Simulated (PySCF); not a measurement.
Spectrum to structure. Method used: TDDFT PBE0/def2-SVPD, vertical, gas phase, core orbitals frozen in the response (PySCF). Geometries: GFN2-xTB, one conformer each.

```tsv
state	E (eV)	λ (nm)	f
S1	5.19	239.0	0.341
S2	5.83	212.8	0.150
S3	6.22	199.2	0.0031
S4	6.26	198.0	0.038
S5	6.66	186.2	0.016
S6	6.78	182.8	0.011
```

Orbital energies (eV): HOMO-3 -10.26, HOMO-2 -8.90, HOMO-1 -8.12, HOMO -6.58, LUMO -0.90, LUMO+1 0.47, LUMO+2 0.73.

Question: Which candidate is it? All have the formula C6H8ClF.
A. `C/C=C(Cl)\C=C(/C)F`
B. `C=CCC(=C)[C@@H](F)Cl`
C. `F[C@@H]1C[C@@H]2C[C@@H]2[C@H]1Cl`

Answer: A. Its S1, at 5.19 eV, is the lowest among the candidates; the nearest of the others has S1 at 5.99 eV. S1 is HOMO→LUMO (86%), HOMO→LUMO+1 (9%). Löwdin shares by element: HOMO carbon 69% or more (atoms not listed hold the other 31%); LUMO carbon 70% or more (atoms not listed hold the other 30%). At the same level the other candidates give, for their lowest levels:
- `C=CCC(=C)[C@@H](F)Cl`: 5.99 eV (f 0.089); 6.38 eV (f 0.136); 6.58 eV (f 0.045); 6.90 eV (f 0.006); 7.09 eV (f 0.043); T1 4.15 eV; HOMO -7.84, LUMO -0.94 eV
- `F[C@@H]1C[C@@H]2C[C@@H]2[C@H]1Cl`: 7.15 eV (f 0.004); 7.20 eV (f 0.003); 7.45 eV (f 0.022); 7.82 eV (f 0.026); 8.11 eV (f 0.008); T1 6.53 eV; HOMO -8.32, LUMO 0.24 eV

Conformer computed: `[CH3:1]/[CH:2]=[C:3]([Cl:4])\[CH:5]=[C:6](/[CH3:7])[F:8]`: C2–C3–C5–C6 -149°.
Triplets come from the Tamm–Dancoff approximation.

Without π bonds the low states may be Rydberg-like; a valence basis with one diffuse set may place them up to an eV too high.
